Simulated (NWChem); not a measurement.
System: C4H4F2; SMILES C=C/C(=C/F)F

Parts of the log:

```
             Northwest Computational Chemistry Package (NWChem) 7.3.0
             --------------------------------------------------------

 CS  symmetry detected

                             Geometry "geometry" -> ""
                             -------------------------

 Output coordinates in angstroms (scale by  1.889725989 to convert to a.u.)

  No.       Tag          Charge          X              Y              Z
 ---- ---------------- ---------- -------------- -------------- --------------
    1 C                    6.0000    -0.04258236     2.44760050     0.00000000
    2 C                    6.0000    -0.68868672     1.27508578     0.00000000
    3 C                    6.0000    -0.02098651    -0.01083575     0.00000000
    4 F                    9.0000     1.31050396     0.00995363     0.00000000
    5 C                    6.0000    -0.66533345    -1.18727702     0.00000000
    6 F                    9.0000    -0.02348627    -2.34401557     0.00000000
    7 H                    1.0000     1.04907862     2.48942140     0.00000000
    8 H                    1.0000    -0.58974581     3.39207367     0.00000000
    9 H                    1.0000    -1.78258759     1.24109926     0.00000000
   10 H                    1.0000    -1.75437019    -1.26347792     0.00000000

 Effective nuclear repulsion energy (a.u.)     219.9835242827

      Symmetry information
      --------------------

 Group name             Cs
 Group number              2
 Group order               2
 No. of unique centers    10

                                 NWChem DFT Module
                                 -----------------

 Summary of "ao basis" -> "ao basis" (spherical)
 ------------------------------------------------------------------------------
       Tag                 Description            Shells   Functions and Types
 ---------------- ------------------------------  ------  ---------------------
 C                          def2-svp                 6       14   3s2p1d
 F                          def2-svp                 6       14   3s2p1d
 H                          def2-svp                 3        5   2s1p

      Symmetry analysis of basis
      --------------------------

        a'         76
        a"         28

            General Information
            -------------------
          SCF calculation type: DFT
          Wavefunction type:  closed shell.
          No. of atoms     :    10
          No. of electrons :    46
           Alpha electrons :    23
            Beta electrons :    23
          Charge           :     0
          Spin multiplicity:     1
          Use of symmetry is: on ; symmetry adaption is: on
          Maximum number of iterations: 150
          AO basis - number of functions:   104
                     number of shells:    48
          Convergence on energy requested:  1.00D-06
          Convergence on density requested:  1.00D-05
          Convergence on gradient requested:  5.00D-04

              XC Information
              --------------
                       PW6B95 Method XC Functional
                     Hartree-Fock (Exact) Exchange  0.280
                    PW6B95 GGA Exchange Functional  0.720
                      PW6B95 Correlation Potential  1.000

             Grid Information
             ----------------
          Grid used for XC integration:  medium
          Radial quadrature: Mura-Knowles
          Angular quadrature: Lebedev.
          Tag              B.-S. Rad. Rad. Pts. Rad. Cut. Ang. Pts.
          ---              ---------- --------- --------- ---------
          C                   0.70       49          12.0       434
          F                   0.50       49          13.0       434
          H                   0.35       45          12.0       434
          Grid pruning is: on
          Number of quadrature shells:   474
          Spatial weights used:  Erf1

      Superposition of Atomic Density Guess
      -------------------------------------

 Sum of atomic energies:        -351.08138089

      Non-variational initial energy
      ------------------------------

 Total energy =    -354.005154
 1-e energy   =    -918.678599
 2-e energy   =     344.689921
 HOMO         =      -0.233073
 LUMO         =      -0.016182

      Symmetry analysis of molecular orbitals - initial
      -------------------------------------------------

  Numbering of irreducible representations:

     1 a'          2 a"

  Orbital symmetries:

     1 a'          2 a'          3 a'          4 a'          5 a'
     6 a'          7 a'          8 a'          9 a'         10 a'
    11 a'         12 a'         13 a'         14 a'         15 a"
    16 a'         17 a"         18 a'         19 a'         20 a'
    21 a'         22 a"         23 a"         24 a"         25 a'
    26 a"         27 a'         28 a'         29 a'         30 a'
    31 a'         32 a'         33 a'

     ---------------------------------------------
      Total Density - Mulliken Population Analysis
     ---------------------------------------------

    Atom       Charge   Shell Charges
 -----------   ------   -------------------------------------------------------
    1 C    6     6.26   1.99  0.96  0.27  2.02  0.99  0.03
    2 C    6     6.16   1.99  0.97  0.25  1.96  0.95  0.04
    3 C    6     5.59   1.99  0.93  0.19  1.73  0.67  0.08
    4 F    9     9.37   1.99  1.14  0.77  3.43  2.04  0.01
    5 C    6     5.65   1.99  0.92  0.27  1.70  0.70  0.06
    6 F    9     9.35   1.99  1.14  0.76  3.43  2.03  0.01
    7 H    1     0.90   0.67  0.21  0.03
    8 H    1     0.89   0.67  0.20  0.03
    9 H    1     0.90   0.67  0.21  0.02
   10 H    1     0.93   0.68  0.23  0.02

[...]
```

Level: PW6B95/def2-SVP. The geometry was optimised at PBE0/def2-SVP.

Q: Reconstruct the input file.

A: One answer among several that fit: the input that was run:
```
start job
memory heap 200 mb stack 900 mb global 1100 mb
geometry units angstroms noautoz
  C     -0.048962     2.443828     0.000000
  C     -0.690704     1.268920     0.000000
  C     -0.018229    -0.014511     0.000000
  F      1.313175     0.011227     0.000000
  C     -0.658199    -1.193339     0.000000
  F     -0.012057    -2.347684     0.000000
  H      1.042536     2.489706     0.000000
  H     -0.599632     3.386261     0.000000
  H     -1.784471     1.230868     0.000000
  H     -1.746945    -1.273587     0.000000
end
basis spherical
  * library def2-svp
end
dft
  xc pw6b95
  iterations 150
  mulliken
end
task dft energy
```
